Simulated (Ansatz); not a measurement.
## Nudged elastic band run: CH4BrFMg

The input (input.yaml):

```yaml
crystal:
  periodic: [false, false, false]
  atoms:
    - { symbol: Mg, position_ang: [0.488696, 0.142398, 0.143392] }
    - { symbol: Br, position_ang: [2.812895, 0.989405, 0.594602] }
    - { symbol: C, position_ang: [-1.301359, 0.055104, -0.928281] }
    - { symbol: H, position_ang: [1.912961, -0.394106, 1.763262] }
    - { symbol: F, position_ang: [1.040903, -0.904325, 1.838892] }
    - { symbol: H, position_ang: [-2.036864, -0.610883, -0.429609] }
    - { symbol: H, position_ang: [-1.771661, 1.056462, -1.025371] }
    - { symbol: H, position_ang: [-1.145672, -0.333956, -1.956887] }
basis:
  gaussian: { orbitals: def2-SVP }
hamiltonian:
  xc: pbe
neb:
  order_check: false
  images: 1
  f_tol: 0.03
  max_iterations: 60
  climbing: true
  final_atoms:
    - { symbol: Mg, position_ang: [0.50810838, 0.10116881, 0.1161312] }
    - { symbol: Br, position_ang: [2.92148258, 0.7231219, 0.42831476] }
    - { symbol: C, position_ang: [-1.29534347, 0.04051877, -0.93881241] }
    - { symbol: H, position_ang: [1.8700396, -0.28816212, 1.83209766] }
    - { symbol: F, position_ang: [0.94257817, -0.66278072, 1.99078177] }
    - { symbol: H, position_ang: [-1.91219382, -0.83111719, -0.63360937] }
    - { symbol: H, position_ang: [-1.90461758, 0.95213927, -0.76081273] }
    - { symbol: H, position_ang: [-1.13015486, -0.03478971, -2.03409088] }
  initial_path:
    images:
      - { positions_ang: [[0.488696, 0.142398, 0.143392], [2.812895, 0.989405, 0.594602], [-1.301359, 0.055104, -0.928281], [1.912961, -0.394106, 1.763262], [1.040903, -0.904325, 1.838892], [-2.036864, -0.610883, -0.429609], [-1.771661, 1.056462, -1.025371], [-1.145672, -0.333956, -1.956887]] }
      - { positions_ang: [[0.16731218, 0.54953303, 0.29859215], [3.19052213, 0.79556178, 0.61959331], [-1.41816239, 0.08568505, -0.97134153], [2.10434031, -0.46816969, 1.70432802], [1.0145519, -0.89792901, 1.94274988], [-1.98461842, -0.71732891, -0.5121001], [-2.08038459, 0.9200779, -1.17374632], [-0.99366211, -0.26733114, -1.90807542]] }
      - { positions_ang: [[0.50810838, 0.10116881, 0.1161312], [2.92148258, 0.7231219, 0.42831476], [-1.29534347, 0.04051877, -0.93881241], [1.8700396, -0.28816212, 1.83209766], [0.94257817, -0.66278072, 1.99078177], [-1.91219382, -0.83111719, -0.63360937], [-1.90461758, 0.95213927, -0.76081273], [-1.13015486, -0.03478971, -2.03409088]] }
```

Command:

```bash
$ ansatz run input.yaml --threads 2 --pin off --max-ram 3072MiB --backend cpu --events-out ev --progress --plain --runs-dir out
```

Output, in part (warnings, iteration lines, the closing report on the highest movable image, with atoms numbered from 0):

```
NEB end point (image 0): max|allowed force component| = 1.926e-2 eV/Å (the criterion of neb.relax_end_points is 1.000e-2)
NEB end point (image 2): max|allowed force component| = 7.361e-3 eV/Å (the criterion of neb.relax_end_points is 1.000e-2)
NEB iter   1: max|band force component| = 1.972e0 eV/Å  barrier→ = 1.0543 eV  barrier← = 1.0550 eV  Δτ_max = 0.2000 Å  (80 SCF iters)
NEB iter   2: max|band force component| = 1.112e0 eV/Å  barrier→ = 0.3409 eV  barrier← = 0.3416 eV  Δτ_max = 0.2000 Å  (29 SCF iters)
NEB iter   3: max|band force component| = 1.289e0 eV/Å  barrier→ = 0.2214 eV  barrier← = 0.2221 eV  Δτ_max = 0.0982 Å  (29 SCF iters)
NEB iter   4: max|band force component| = 5.639e-1 eV/Å  barrier→ = 0.0901 eV  barrier← = 0.0908 eV  Δτ_max = 0.1556 Å  (28 SCF iters)
NEB iter   5: max|band force component| = 5.101e-1 eV/Å  barrier→ = 0.0360 eV  barrier← = 0.0367 eV  Δτ_max = 0.1919 Å  (28 SCF iters)
NEB iter   6: max|band force component| = 3.552e-1 eV/Å  barrier→ = 0.0292 eV  barrier← = 0.0299 eV  CI = image 1  Δτ_max = 0.1173 Å  (32 SCF iters)
NEB iter   7: max|band force component| = 9.979e-2 eV/Å  barrier→ = 0.0028 eV  barrier← = 0.0035 eV  CI = image 1  Δτ_max = 0.0335 Å  (27 SCF iters)
NEB iter   8: max|band force component| = 8.114e-2 eV/Å  barrier→ = 0.0005 eV  barrier← = 0.0011 eV  CI = image 1  Δτ_max = 0.0072 Å  (27 SCF iters)
NEB iter   9: max|band force component| = 2.935e-2 eV/Å  barrier→ = 0.0001 eV  barrier← = 0.0008 eV  CI = image 1  Δτ_max = 0.0000 Å  (55 SCF iters)
Total energy: -79281.02162432 eV, -2913.5238060874 hartree
Atom 0 at     0.491240     0.116697     0.139407 Å, force     0.012419     0.006321     0.005760 eV/Å
Atom 1 at     2.850133     0.893206     0.535967 Å, force     0.008773     0.010434    -0.013824 eV/Å
Atom 2 at    -1.294266     0.043510    -0.940726 Å, force    -0.029352    -0.024405    -0.008617 eV/Å
Atom 3 at     1.891450    -0.336767     1.801080 Å, force    -0.018272    -0.014444     0.011567 eV/Å
Atom 4 at     0.996284    -0.803345     1.919346 Å, force     0.004326     0.001020    -0.000701 eV/Å
Atom 5 at    -1.989781    -0.716172    -0.523621 Å, force     0.014748     0.012926    -0.001071 eV/Å
Atom 6 at    -1.823955     1.019786    -0.924749 Å, force     0.003299     0.000944    -0.000494 eV/Å
Atom 7 at    -1.121206    -0.216817    -2.006705 Å, force     0.004059     0.007203     0.007380 eV/Å
Dipole moment:    -0.151957    -0.130222     0.094038 e Å
```

The forces met the threshold. The top lies less than 8 meV above the higher end, about what the thresholds resolve: the motion is nearly free. The order of the stationary point at the top wasn't checked. So few images can step over the top or miss a turn of the path.

Final band:

| image | path coordinate (Å) | energy (kcal/mol) |
| --- | --- | --- |
| 0 | 0.00 | 0.0 |
| 1 | 0.30 | 0.0 |
| 2 | 0.73 | 0.0 |

The run took 13 s on 2 threads of Intel(R) Xeon(R) Platinum 8488C (Sapphire Rapids), with other jobs on the host, peak memory 0.15 GiB.
